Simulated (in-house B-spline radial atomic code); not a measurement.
# Co2+: [Ar] 3d7

Level of theory: Dirac-Kohn-Sham BP86, spherical fractional occupations, Fermi nucleus of rms radius 3.7875 fm; calculated with a radial B-spline atomic code at the basis-set limit.

Effective charges: Z_r = [3n² - l(l+1)]/(2<r>) from the radius, Z_e = n√(-2ε) from the energy, and Slater's rules. Values are occupation-weighted means over j.

```csv
shell,electrons,ε (eV),<r> (bohr),Z_r,Z_e,Slater
1s,2,-7613.2,0.05618,26.70,23.65,26.70
2s,2,-917.86,0.2552,23.51,16.43,22.85
2p,6,-788.86,0.2249,22.24,15.23,22.85
3s,2,-121.49,0.7743,17.44,8.96,15.75
3p,6,-84.773,0.8166,15.31,7.49,15.75
3d,7,-27.146,1.02,10.30,4.24,6.90
```

The least bound orbital is 3d5/2 at -27.07 eV, and it is also the most diffuse (<r> = 1.022 bohr).

Spin-orbit splittings of the orbital energies (j = l + 1/2 above j = l - 1/2 when positive): 2p 14.84 eV, 3p 1.85 eV, 3d 0.1985 eV.

For the 1s electron the small component carries 0.945 % of the norm, the zero-frequency Breit interaction raises the level by 9.428 eV, self-energy by 4.701 eV, and vacuum polarisation lowers it by 0.4094 eV.

The density falls to 0.001 bohr⁻³ at 3.003 bohr; Σ<r²> = 16.106 bohr² gives, by the non-relativistic formula and without the paramagnetism of open shells, a Langevin diamagnetic susceptibility of -12.76×10⁻⁶ cm³/mol.
